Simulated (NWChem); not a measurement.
Everything below was run with NWChem. System: CH4SSn, charge 1, spin multiplicity 2, at the geometry of a parent with another charge or spin, in a state set for the comparison that need not be this species' ground state. Its SCF solution wasn't tested for a lower state.

Job file:

```
start mol
memory heap 200 mb stack 900 mb global 1100 mb
charge 1
geometry units angstroms nocenter noautoz noautosym
  Sn     0.186608     0.104810     0.560824
  C      1.557962     0.937337    -0.985014
  H      1.602779     2.033851    -0.868307
  H      1.244958     0.697582    -2.011719
  H      2.575226     0.545872    -0.814423
  S     -1.365817    -0.800797    -1.136362
  H     -2.248069    -1.329045    -0.254862
end
basis spherical
  * library def2-tzvpd
end
ecp
  Sn library def2-ecp
end
dft
  xc b3lyp
  odft
  mult 2
  semidirect memsize 60000000 filesize 0
  iterations 100
end
task dft energy
```

The output up to the point where the run's verdict is printed (cleaned and shortened):

```
             Northwest Computational Chemistry Package (NWChem) 7.3.0
             --------------------------------------------------------

                                NWChem Input Module
                                -------------------

 Scaling coordinates for geometry "geometry" by  1.889725989
 (inverse scale =  0.529177249)

                             Geometry "geometry" -> ""
                             -------------------------

 Output coordinates in angstroms (scale by  1.889725989 to convert to a.u.)

  No.       Tag          Charge          X              Y              Z
 ---- ---------------- ---------- -------------- -------------- --------------
    1 Sn                  50.0000     0.18660800     0.10481000     0.56082400
    2 C                    6.0000     1.55796200     0.93733700    -0.98501400
    3 H                    1.0000     1.60277900     2.03385100    -0.86830700
    4 H                    1.0000     1.24495800     0.69758200    -2.01171900
    5 H                    1.0000     2.57522600     0.54587200    -0.81442300
    6 S                   16.0000    -1.36581700    -0.80079700    -1.13636200
    7 H                    1.0000    -2.24806900    -1.32904500    -0.25486200

 Effective nuclear repulsion energy (a.u.)     318.3056736158

            Nuclear Dipole moment (a.u.)
            ----------------------------
        X                 Y               Z
 ---------------- ---------------- ----------------
    -0.0000113384     0.0000566918     0.0000245664


 Summary of "ao basis" -> "" (spherical)
 ------------------------------------------------------------------------------
       Tag                 Description            Shells   Functions and Types
 ---------------- ------------------------------  ------  ---------------------
 *                         def2-tzvpd                 on all atoms

                                 NWChem DFT Module
                                 -----------------

 Summary of "ao basis" -> "ao basis" (spherical)
 ------------------------------------------------------------------------------
[...]
 d= 0,ls=0.5,diis    75   -652.8213623009 -3.78D-04  3.03D-05  1.90D-03   602.4
                                                     9.25D-05  1.35D-03
 d= 0,ls=0.5,diis    76   -652.8216798784 -3.18D-04  4.41D-05  2.11D-03   610.5
                                                     1.09D-04  1.51D-03
 d= 0,ls=0.5,diis    77   -652.8222605494 -5.81D-04  4.25D-05  2.04D-03   618.3
                                                     1.25D-04  1.49D-03
 d= 0,ls=0.5,diis    78   -652.8227830743 -5.23D-04  1.82D-05  2.21D-03   625.7
                                                     1.15D-04  1.61D-03
 d= 0,ls=0.5,diis    79   -652.8231245198 -3.41D-04  1.66D-05  2.64D-03   633.3
                                                     1.18D-04  1.87D-03
 d= 0,ls=0.5,diis    80   -652.8234447998 -3.20D-04  4.68D-05  3.10D-03   641.0
                                                     1.33D-04  2.17D-03
 d= 0,ls=0.5,diis    81   -652.8241283520 -6.84D-04  3.19D-05  3.09D-03   648.7
                                                     1.14D-04  2.17D-03
 d= 0,ls=0.5,diis    82   -652.8242454215 -1.17D-04  6.87D-05  3.84D-03   656.6
                                                     1.33D-04  2.59D-03
 d= 0,ls=0.5,diis    83   -652.8248866835 -6.41D-04  3.90D-05  3.74D-03   664.3
                                                     1.20D-04  2.50D-03
 d= 0,ls=0.5,diis    84   -652.8253301432 -4.43D-04  2.84D-05  3.92D-03   672.1
                                                     1.14D-04  2.60D-03
 d= 0,ls=0.5,diis    85   -652.8256335776 -3.03D-04  5.16D-05  4.29D-03   679.8
                                                     1.18D-04  2.83D-03
 d= 0,ls=0.5,diis    86   -652.8262086369 -5.75D-04  3.79D-05  4.23D-03   687.3
                                                     1.13D-04  2.82D-03
 d= 0,ls=0.5,diis    87   -652.8265623216 -3.54D-04  3.50D-05  4.52D-03   694.9
                                                     1.08D-04  2.99D-03
 d= 0,ls=0.5,diis    88   -652.8266697805 -1.07D-04  2.05D-05  5.10D-03   702.3
                                                     1.01D-04  3.37D-03
 d= 0,ls=0.5,diis    89   -652.8266559327  1.38D-05  1.40D-04  5.77D-03   710.1
                                                     1.65D-04  3.85D-03
 d= 0,ls=0.5,diis    90   -652.8281256250 -1.47D-03  2.06D-04  4.52D-03   717.8
                                                     2.12D-04  3.10D-03
 d= 0,ls=0.5,diis    91   -652.8303471254 -2.22D-03  1.87D-04  2.62D-03   725.4
                                                     2.11D-04  1.84D-03
 d= 0,ls=0.5,diis    92   -652.8321805676 -1.83D-03  2.82D-04  1.48D-03   732.9
                                                     2.70D-04  1.12D-03
 d= 0,ls=0.5,diis    93   -652.8342534731 -2.07D-03  1.80D-04  3.02D-04   740.6
                                                     2.30D-04  5.23D-04
 d= 0,ls=0.5,diis    94   -652.8355949316 -1.34D-03  1.75D-04  7.65D-05   748.0
                                                     2.36D-04  4.90D-04
 d= 0,ls=0.5,diis    95   -652.8367687654 -1.17D-03  1.49D-04  8.83D-05   755.6
                                                     2.28D-04  6.08D-04
 d= 0,ls=0.5,diis    96   -652.8378006356 -1.03D-03  1.07D-04  2.11D-04   763.1
                                                     2.13D-04  7.64D-04
 d= 0,ls=0.5,diis    97   -652.8387940809 -9.93D-04  2.48D-04  2.66D-04   770.5
                                                     2.75D-04  8.10D-04
 d= 0,ls=0.5,diis    98   -652.8394282596 -6.34D-04  1.35D-04  1.23D-03   777.8
                                                     1.98D-04  1.66D-03
 d= 0,ls=0.5,diis    99   -652.8407837464 -1.36D-03  3.49D-05  1.89D-04   785.2
                                                     1.78D-04  6.89D-04
 d= 0,ls=0.5,diis   100   -652.8416712287 -8.87D-04  2.43D-04  3.33D-05   792.6
                                                     2.68D-04  4.44D-04
```

The run did not converge; its last values are not results. The next line reads: Calculation failed to converge. NWChem stopped with the message: dft energy failed.
